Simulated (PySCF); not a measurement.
Structure from NMR data

The spectra below were simulated for a compound C2H12B2N2.

1H NMR (400 MHz, computed): δ 3.40 (br, 2H), 3.13 (br, 2H), 2.51 (q, J = 8.0 Hz, 2H), 1.51 (br s, 1H), 1.45 (br s, 1H), 1.28 (br s, 1H), 1.00 (t, J = 8.0 Hz, 3H).

13C{1H} NMR (computed): δ 50.6 (CH2), 15.7 (CH3).

[PySCF 2.14.0 with density-fitted response routines: structure optimised with PBE0-D3(BJ)/def2-SVP; shielding tensors at PBE0/pcSseg-1 (GIAO); J couplings at B3LYP/pcJ-1 (spin–dipole term only in couplings to heteroatoms); rapidly exchanging positions averaged; no relativistic terms; one computed conformer; no solvent model]

Chemical shifts δ = σref − σ; 1H and 13C against TMS, all at this level.

Q: What is the structure?

A: 
- 2 carbon signals for 2 carbons: no two carbons are equivalent.
- Carbon types of the structure: 1 × CH2, 1 × CH3, leaving 7 H on heteroatoms.
- δC 50.6: sp3 CH2 bonded to N; the inductive effect lowers its shielding.
- δC 15.7: methyl carbon; a saturated carbon with 1 carbon neighbour and no heteroatom attached.
- δH 3.40, 3.13: hydrogen on a boron bonded to 2 N, in a 4-membered ring.
- δH 2.51: hydrogen on an sp3 CH2 bonded to N; its carbon carries N, hence the downfield position.
- δH 1.51, 1.45, 1.28: hydrogen on a donor nitrogen of a Lewis adduct; exchangeable; this is the value without hydrogen bonding to other molecules.
- δH 1.00: hydrogen on a methyl carbon.
- The protons at 1.00 and 2.51 share a coupling of 8.0 Hz (vicinal).
- The protons at 3.40 and 3.13 share a coupling of 7.1 Hz (geminal).

Structure: SMILES CC[NH+]1[BH2-][NH2+][BH2-]1.

The shifts were computed for this structure.

The OH or NH signal is concentration- and solvent-dependent in practice; the value given is the gas-phase one. Hydrogens on boron are broadened and split by 11B (spin 3/2, 80 %) and 10B (spin 3). Multiplet labels drop couplings under 1 Hz and merge nearly equal ones. Couplings among chemically equivalent protons are left out too, so labels in AA′BB′ or AA′XX′ sets are apparent multiplicities. Unscaled 3J(H,H) at this level run about 10 % above measured values. Shifts are as computed. Against solution values, carbons near 30 ppm lie about +2 ppm off and those near 130 ppm about +5 ppm. Of 1211 compounds with measured shifts, 218 miss one by over three times the rms of a fit or turn the order of signals round; such compounds aren't used in these exercises. Couplings to exchangeable protons are dropped. Chain 3J(H,H) values assume equally populated staggered rotamers: (2 J gauche + J anti)/3.
